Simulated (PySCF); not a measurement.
## Magnetisability: `Cc1c[nH]c[n+]1[SiH3]`, [C₄H₉N₂Si]+, charge +1

Molfile (atoms numbered from 1):
```
C4H9N2Si
     RDKit          3D

 16 16  0  0  0  0  0  0  0  0999 V2000
   -0.9800    1.6701    0.1028 C   0  0  0  0  0  0  0  0  0  0  0  0
    0.1648    0.7371    0.1320 C   0  0  0  0  0  0  0  0  0  0  0  0
    1.4873    0.9859    0.3597 C   0  0  0  0  0  0  0  0  0  0  0  0
    2.1384   -0.2121    0.2779 N   0  0  0  0  0  0  0  0  0  0  0  0
    1.2455   -1.1549    0.0107 C   0  0  0  0  0  0  0  0  0  0  0  0
    0.0352   -0.6157   -0.0852 N   0  0  0  0  0  0  0  0  0  0  0  0
   -1.5177   -1.5074   -0.4424 Si  0  0  0  0  0  4  0  0  0  0  0  0
   -0.6368    2.6813    0.3003 H   0  0  0  0  0  0  0  0  0  0  0  0
   -1.7181    1.3993    0.8557 H   0  0  0  0  0  0  0  0  0  0  0  0
   -1.4687    1.6515   -0.8697 H   0  0  0  0  0  0  0  0  0  0  0  0
    1.9928    1.9062    0.5681 H   0  0  0  0  0  0  0  0  0  0  0  0
    3.1324   -0.3490    0.4008 H   0  0  0  0  0  0  0  0  0  0  0  0
    1.4611   -2.1971   -0.1112 H   0  0  0  0  0  0  0  0  0  0  0  0
   -1.9741   -0.8762   -1.6738 H   0  0  0  0  0  0  0  0  0  0  0  0
   -1.0433   -2.8779   -0.5753 H   0  0  0  0  0  0  0  0  0  0  0  0
   -2.3263   -1.2321    0.7381 H   0  0  0  0  0  0  0  0  0  0  0  0
  1  2  1  0
  2  3  2  0
  3  4  1  0
  4  5  1  0
  5  6  2  0
  6  7  1  0
  6  2  1  0
  1  8  1  0
  1  9  1  0
  1 10  1  0
  3 11  1  0
  4 12  1  0
  5 13  1  0
  7 14  1  0
  7 15  1  0
  7 16  1  0
M  CHG  1   6   1
M  END
```

Method used: GIAO CAM-B3LYP/pcSseg-1 magnetisability, rotational g tensor and spin-rotation constants, non-relativistic, gas phase (PySCF 2.14.0). Geometry: GFN2-xTB.

For an ion the centre-of-mass motion in the field is neglected.

Task: How diamagnetic is it, and how anisotropic?

Result: Isotropic -1161 × 10⁻³⁰ J/T², or -69.9 × 10⁻⁶ cm³/mol; principal values -1563, -977, -944 × 10⁻³⁰ J/T², anisotropy 604 × 10⁻³⁰ J/T² (root of half the summed squared differences of the principal values). The susceptibility is in cgs units.

Task: Split it along the inertial axes a, b, c into diamagnetic and paramagnetic parts about the centre of mass, with the quadrupole moment.

Result: 
| axis | χ (10⁻⁶ cm³/mol) | diamagnetic (10⁻⁶ cm³/mol) | paramagnetic (10⁻⁶ cm³/mol) | summed x² of all electrons (Å²) | quadrupole Θ (D Å) |
| --- | --- | --- | --- | --- | --- |
| a | -57.5 | -457.5 | 400.0 | 146.2 | +16.47 |
| b | -58.2 | -683.8 | 625.6 | 92.9 | +3.69 |
| c | -94.1 | -1014.2 | 920.0 | 15.0 | -20.15 |

Anisotropies 2χaa − χbb − χcc = +37.3 and 2χbb − χaa − χcc = +35.3 × 10⁻⁶ cm³/mol. Θ is traceless in Buckingham's convention.

Task: And the rotational g tensor?

Result: 
```csv
axis,rotational constant (GHz),g,nuclear part,electronic part
a,3.5004,-0.0275,0.6303,-0.6578
b,1.9931,-0.0080,0.5778,-0.5858
c,1.3002,+0.0253,0.5873,-0.5620
```
Asymmetric top; isotopes 12C, 1H, 14N, 28Si; no vibrational averaging.
